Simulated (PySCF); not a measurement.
**Choosing a basis for TDDFT**

Compound: BF2GeH3.
SMILES: `F[B](F)[GeH3]`

TDDFT with PBE0 (PySCF), vertical singlets, core orbitals frozen in the response, spherical d and f functions. Isolated species at its PBE0-D3(BJ)/def2-SVP geometry, gas phase. The PBE0/6-31G* calculation is non-relativistic and has no spin–orbit coupling, an omission that weighs most on germanium.

| basis | functions | diffuse | S1 (eV) | S2 (eV) | S3 (eV) | S4 (eV) | S5 (eV) | LUMO (eV) | α (au) |
| --- | --- | --- | --- | --- | --- | --- | --- | --- | --- |
| 6-31G* | 80 | no | 6.80 | 7.84 | 8.15 | 9.03 | 9.25 | -0.57 | 37.7 |
| def2-SVP | 89 | no | 6.67 | 7.58 | 7.89 | 8.83 | 9.27 | -0.89 | 40.5 |
| def2-SVPD | 128 | yes | 6.61 | 7.40 | 7.69 | 7.97 | 8.57 | -1.11 | 47.4 |
| aug-cc-pVDZ | 132 | yes | 6.60 | 7.44 | 7.66 | 7.77 | 8.37 | -1.08 | 47.8 |
| def2-TZVP | 159 | no | 6.63 | 7.50 | 7.79 | 8.36 | 8.70 | -1.02 | 45.4 |
| def2-TZVPD | 198 | yes | 6.60 | 7.46 | 7.72 | 7.83 | 8.45 | -1.06 | 47.8 |
| aug-cc-pVTZ | 266 | yes | 6.59 | 7.45 | 7.66 | 7.76 | 8.34 | -1.08 | 48.1 |

Problem. How much do these states and the polarisability depend on the basis?

Solution. States are compared by their number. Against the largest diffuse basis here (aug-cc-pVTZ, itself not a converged limit), sets without diffuse functions differ by up to 0.21 eV in S1 and 0.93 eV in S5; the smaller diffuse sets differ by up to 0.01 and 0.23 eV. State by state, the largest deviation of a set without diffuse functions is S1 0.21, S2 0.39, S3 0.49, S4 1.27, S5 0.93 eV. The same number needn't mean the same state in each row. Against aug-cc-pVTZ the polarisability deviates by -22% in 6-31G*, -16% in def2-SVP, -2% in def2-SVPD, -1% in aug-cc-pVDZ, -6% in def2-TZVP, -1% in def2-TZVPD.
